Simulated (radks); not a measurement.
Isoelectronic series with 11 electrons, each ion in its NIST ground configuration. Calculated with a radial shooting solver on a logarithmic mesh with Libxc functionals: non-relativistic Kohn-Sham, r2SCAN, spin-polarised, spherical densities, point nucleus; open shells are filled with parallel spins first (spin-orbit coupling, left out, can overturn this in heavy ions); meta-GGA in the generalised Kohn-Sham scheme. Total energies (hartree) and orbital eigenvalues (eV):

ion    configuration  E (hartree)      3s up    2p down      2p up
S5+         [Ne] 3s1   -391.18847   -81.9449  -238.7828  -239.2002
Sc10+       [Ne] 3s1   -723.13069  -239.4428  -621.6590  -622.3994
Fe15+       [Ne] 3s1  -1157.91591  -473.1563  -1175.412  -1176.462
Ga20+       [Ne] 3s1  -1695.50763  -782.7059  -1899.572  -1900.926
Kr25+       [Ne] 3s1  -2335.89239  -1167.967  -2793.976  -2795.631
Nb30+       [Ne] 3s1  -3079.06402  -1628.888  -3858.554  -3860.509
Pd35+       [Ne] 3s1  -3925.01930  -2165.440  -5093.267  -5095.521
Sb40+       [Ne] 3s1  -4873.75635  -2777.610  -6498.096  -6500.648
Ba45+       [Ne] 3s1   -5925.2740  -3465.387  -8073.026  -8075.877
Pm50+       [Ne] 3s1   -7079.5716  -4228.768  -9818.051  -9821.200
Dy55+       [Ne] 3s1   -8336.6485  -5067.747  -11733.16  -11736.61
Lu60+       [Ne] 3s1   -9696.5045  -5982.322  -13818.36  -13822.11
Os65+       [Ne] 3s1  -11159.1392  -6972.491  -16073.64  -16077.68
